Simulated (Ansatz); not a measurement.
`C=C[CH2][InH][F]` → `C=[CH][InH][F]` + `[CH2]` (triplet) at 400 K and 1 bar (formal loss of a carbene).

Gas-phase electronic energies from Ansatz, PBE0-D4/def2-TZVP geometries. CCSD(T)/CBS adds triple-zeta CCSD(T) − MP2 to the extrapolated MP2 energy (def2 sets, frozen cores). This one scheme is used for every species. Triplets are unrestricted, without spin–orbit coupling. def2 core potentials past Kr. For In outer-core shells are correlated without core-valence functions, which leaves a few kJ/mol of doubt a bond. Each species was taken in one conformer, which may not be the lowest.

| species | CCSD(T)/CBS energy (Eh) | H − E (kJ/mol) | S (J/(mol·K)) |
| --- | --- | --- | --- |
| `C=C[CH2][InH][F]` | -407.37198 | 237.7 | 413.9 |
| `C=[CH][InH][F]` | -368.10800 | 158.1 | 361.5 |
| `[CH2]` (triplet) | -39.09499 | 59.0 | 205.7 |

H − E and S are ideal-gas, rigid-rotor, harmonic terms from PBE0-D4/def2-TZVP, for one conformer and one mirror image of each species, with the whole ground term of open shells counted as degenerate. 1 Eh = 2625.50 kJ/mol, R = 8.31446 J/(mol·K).

**Question.** By hand: ΔE, ΔH, ΔS and ΔG.

**Answer.** ΔE = (-368.10800) + (-39.09499) − (-407.37198) = 0.16899 Eh = 443.7 kJ/mol. Δ(H − E) = 158.1 + 59.0 − 237.7 = -20.6, so ΔH = 423.1 kJ/mol. ΔS = 361.5 + 205.7 − 413.9 = 153.3 J/(mol·K). ΔG = 423.1 − 400 × (153.3)/1000 = 361.8 kJ/mol.

**Question.** By hand: the equilibrium constant, and the temperature at which ΔG would vanish if ΔH and ΔS stayed fixed.

**Answer.** log₁₀ K = −ΔG/(RT ln 10) = -47.2. ΔG = 0 at ΔH/ΔS = 2760 K, far beyond where these terms or the molecules hold.

The number of gas molecules changes by +1, which sets the sign of ΔS. A doubt of 5 kJ/mol in ΔE shifts log₁₀ K by 0.7 here. Other conformers and mirror images would add mixing entropy, several J/(mol·K) or more a flexible species. Modes under 60 cm⁻¹, often nearly free rotors, make the harmonic entropy too high. A triplet takes part, so the spin changes. These are equilibria of isolated gas molecules and say nothing of rates. Largest T1 diagnostic: 0.015 (customary marks: 0.02 for closed shells, 0.045 for open ones).
